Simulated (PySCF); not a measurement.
This PySCF input asks for the NMR shieldings of `C[Si](C)(C)O[BH2-]C(F)(F)F`, [C4H11BF3OSi]-; the geometry comes from GFN2-xTB.

```python
import basis_set_exchange as bse
import numpy as np
from pyscf import gto, dft
from pyscf.prop import nmr

atoms = """
C    -1.961047   -1.497554   -0.948606
Si   -0.703163   -0.243688   -0.223889
C    -1.199612    0.028889    1.611276
C    -1.020176    1.427995   -1.118719
O     0.723501   -0.877273   -0.433422
B     2.173886   -0.611966   -0.390997
C     2.503546    0.518047    0.762754
F     2.173131    0.183629    2.045859
F     3.837856    0.824526    0.849032
F     1.910850    1.739401    0.591044
H    -1.848759   -2.477009   -0.494690
H    -1.828755   -1.616903   -2.019406
H    -2.982229   -1.168605   -0.777108
H    -2.208888    0.420369    1.717454
H    -0.520885    0.726377    2.091664
H    -1.147840   -0.903426    2.167870
H    -2.036988    1.790637   -0.986151
H    -0.838565    1.336361   -2.186800
H    -0.344566    2.189382   -0.741483
H     2.553580   -0.158106   -1.436985
H     2.756202   -1.614138   -0.079168
"""
names = dict.fromkeys(["C", "Si", "O", "B", "F", "H"], "pcSseg-1")
basis = {el: gto.basis.parse(bse.get_basis(n, elements=[el], fmt="nwchem")) for el, n in names.items()}
mol = gto.M(atom=atoms, basis=basis, charge=-1, verbose=0)
mf = dft.RKS(mol, xc="PBE0")
mf.grids.level = 2
mf.grids.alignment = dft.numint.BLKSIZE   # the property module wants whole blocks of grid points
mf.conv_tol = 1e-9
mf.kernel()

calc = nmr.RKS(mf)   # GIAO
C = mf.mo_coeff
Co = C[:, mf.mo_occ > 0]
resp = mf.gen_response(singlet=True, hermi=2)
def vind(x):   # induced exchange potential for any number of trial vectors
    d = np.einsum("pi,xij,qj->xpq", C, 2 * x.reshape(-1, C.shape[1], Co.shape[1]), Co, optimize=True)
    return np.einsum("xpq,pi,qj->xij", resp(d - d.transpose(0, 2, 1)), C, Co, optimize=True).ravel()
mo1, _ = nmr.rhf.solve_mo1(calc, with_cphf=vind)
sigma = calc.kernel(mo1)
for i, s in enumerate(sigma):   # ppm
    w = np.linalg.eigvalsh((s + s.T) / 2)
    print("%2d %-2s iso %8.1f  s11 %8.1f  s22 %8.1f  s33 %8.1f" % (i, mol.atom_pure_symbol(i), w.mean(), *w))
```

Q: What are the results?

A: 
```
 0 C  iso    182.8  s11    173.6  s22    182.0  s33    192.9
 1 Si iso    370.1  s11    340.0  s22    344.2  s33    426.1
 2 C  iso    184.0  s11    174.6  s22    185.5  s33    191.8
 3 C  iso    185.1  s11    178.2  s22    184.1  s33    193.1
 4 O  iso    301.4  s11    243.1  s22    321.1  s33    340.1
 5 B  iso    117.6  s11    105.8  s22    109.0  s33    138.0
 6 C  iso     34.9  s11     16.4  s22     26.6  s33     61.6
 7 F  iso    255.3  s11    143.9  s22    276.0  s33    345.9
 8 F  iso    261.0  s11    154.7  s22    276.4  s33    351.8
 9 F  iso    260.5  s11    155.7  s22    277.0  s33    348.6
10 H  iso     31.9  s11     28.1  s22     29.7  s33     37.9
11 H  iso     32.0  s11     28.2  s22     29.7  s33     38.0
12 H  iso     32.7  s11     28.9  s22     30.4  s33     38.7
13 H  iso     32.6  s11     28.9  s22     30.1  s33     38.9
14 H  iso     31.2  s11     26.6  s22     30.1  s33     36.9
15 H  iso     31.9  s11     28.9  s22     29.1  s33     37.9
16 H  iso     32.6  s11     28.9  s22     30.0  s33     38.7
17 H  iso     31.9  s11     28.6  s22     29.1  s33     38.2
18 H  iso     31.2  s11     26.3  s22     30.3  s33     37.0
19 H  iso     29.1  s11     25.7  s22     28.7  s33     33.0
20 H  iso     29.2  s11     25.6  s22     29.1  s33     32.9
```

These numbers come from an equivalent density-fitted implementation of the same equations, which agrees with the script to about 0.01 ppm for H and up to a few tenths of a ppm for heavy atoms, so last digits may differ.

Size and cost of the density-fitted run: 232 basis functions, 110 s wall time on 1 thread of an AMD EPYC, shared host; peak memory 1.1 GiB.
